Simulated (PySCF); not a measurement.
Job for PySCF: R-B3LYP/6-31G* on CH4O (SMILES CO) with ghost functions.

```python
from pyscf import gto, scf, dft, mp
from pyscf.data.elements import chemcore

mol = gto.M(
    atom='''
    C    -0.44998375    0.17170259    0.48867825
    O     0.79079455    0.28184996    1.17473437
    H    -1.25318139    0.70804204    1.00507366
    H    -0.70256932   -0.88704816    0.46579180
    H    -0.38136734    0.53591060   -0.54148981
    H     1.04205003    1.21009986    1.21463627
    ghost-Ge    0.01376515   -0.10181531    4.25117321
    ghost-H   -0.53024978   -1.29615433    3.45848395
    ghost-H   -0.57921343    1.20604289    3.70303049
    ghost-H    1.54466688   -0.05659576    4.18729732
    ghost-H   -0.42024868   -0.24311245    5.72379949
    ''',
    basis='6-31g*',
    cart=True,
    charge=0, spin=0, verbose=3, max_memory=1800)
mf = dft.RKS(mol, xc='b3lyp')
mf.conv_tol = 1e-8
mf.max_cycle = 100
mf.kernel()
if not mf.converged:
    mf = mf.newton().run(mf.mo_coeff, mf.mo_occ)
```

Predict the final total energy.

-115.7176 hartree.
